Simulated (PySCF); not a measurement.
Compounds:

A. `InChI=1S/C9H8O/c1-3-5-6-9(4-2)7-8-10/h1,4-8H,2H2/b6-5-,9-7-`
B. `C=CCn1ccnn1`
C. `InChI=1S/C5H10O5Si/c1-8-2-3-9-4(6)5(7)10-11/h2-3H2,1,11H3`

Spectrum 1. $^{1}$H NMR (400 MHz, computed): δ 4.92 (s, 3H), 4.59 (t, 2H), 3.62 (t, 2H), 3.60 (s, 3H). $^{13}$C{$^{1}$H} NMR (computed): δ 166.7 (C), 165.1 (C), 71.5 (CH2), 66.9 (CH2), 61.9 (CH3).

Spectrum 2. $^{1}$H NMR (400 MHz, computed): δ 10.00 (d, 1H), 6.88 (d, 1H), 6.86 (m, 1H), 6.33 (m, 1H), 6.11 (d, 1H), 6.03 (m, 1H), 5.84 (m, 1H), 3.04 (d, 1H). $^{13}$C{$^{1}$H} NMR (computed): δ 197.3 (CH), 157.4 (C), 147.3 (CH), 143.1 (CH), 139.6 (CH), 129.1 (CH2), 127.2 (CH), 100.0 (CH), 84.4 (C).

Spectrum 3. $^{1}$H NMR (400 MHz, computed): δ 7.84 (m, 1H), 7.61 (m, 1H), 6.26 (m, 1H), 5.79 (m, 1H), 5.58 (m, 1H), 5.11 (d, 2H). $^{13}$C{$^{1}$H} NMR (computed): δ 144.8 (CH), 139.0 (CH), 129.1 (CH), 125.3 (CH2), 56.0 (CH2).

- structure optimised with GFN2-xTB
- shieldings: GIAO PBE0/pcSseg-1
- run in PySCF 2.14
- non-relativistic Hamiltonian, in vacuum, fast rotation and ring inversion assumed for equivalent nuclei, a single conformation

Referencing at the same level of theory: $^{1}$H, $^{13}$C against TMS. Where no couplings were computed, multiplicities follow the n + 1 count of equivalent neighbours, and m marks all less simple cases (inequivalent or close neighbours, rings, F or P nearby). Shifts are as computed. Against solution values, carbons near 30 ppm lie about +3 ppm off and those near 130 ppm about +5 ppm. Of 1211 compounds with measured shifts, 218 miss one by over three times the rms of a fit or turn the order of signals round; such compounds aren't used in these exercises.

Match each spectrum to its structure.

Results:

1–C, 2–A, 3–B.

- Spectrum 1 (C): 5 $^{13}$C signals; δC 166.7 is an ester carbonyl carbon; δC 71.5 is an sp3 CH2 bonded to O.
- Spectrum 2 (A): 9 $^{13}$C signals; δC 197.3 is an aldehyde carbonyl carbon; δC 157.4 is a β carbon of a C=C–C=O unit.
- Spectrum 3 (B): 5 $^{13}$C signals; δC 144.8 is an alkene CH; δC 125.3 is a terminal =CH2 carbon.
